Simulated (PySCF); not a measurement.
C3H4BrF.

```xyz
9

C     -1.6725     0.9225     0.0000
C     -0.2350     0.5421     0.0000
Br     0.1605    -1.3054     0.0000
C      0.7926     1.3926     0.0000
F      0.5959     2.7093     0.0000
H     -2.1847     0.5204     0.8879
H     -1.7679     2.0169     0.0000
H     -2.1847     0.5204    -0.8879
H      1.8461     1.1043     0.0000
```

The structure is a stationary point at PBE0-D3(BJ)/def2-SVP.

All values below come from PBE0/pcSseg-1 (PySCF). Non-relativistic, no solvent.

Computed absolute GIAO shielding of each atom: isotropic value and principal components (ppm):
| atom | σ(iso) | σ11 | σ22 | σ33 | span |
|---|---|---|---|---|---|
| C1 | 164.4 | 147.7 | 161.6 | 183.8 | 36.1 |
| C2 | 56.7 | -32.1 | 85.5 | 116.7 | 148.8 |
| Br3 | 2159.3 | 1765.1 | 1769.5 | 2943.4 | 1178.4 |
| C4 | 28.9 | -64.2 | 75.1 | 75.7 | 139.9 |
| F5 | 286.4 | 205.2 | 270.1 | 383.9 | 178.8 |
| H6 | 29.5 | 24.8 | 27.9 | 35.7 | 10.9 |
| H7 | 28.6 | 23.3 | 27.8 | 34.6 | 11.3 |
| H8 | 29.5 | 24.8 | 27.9 | 35.7 | 10.9 |
| H9 | 24.4 | 20.1 | 23.5 | 29.6 | 9.5 |
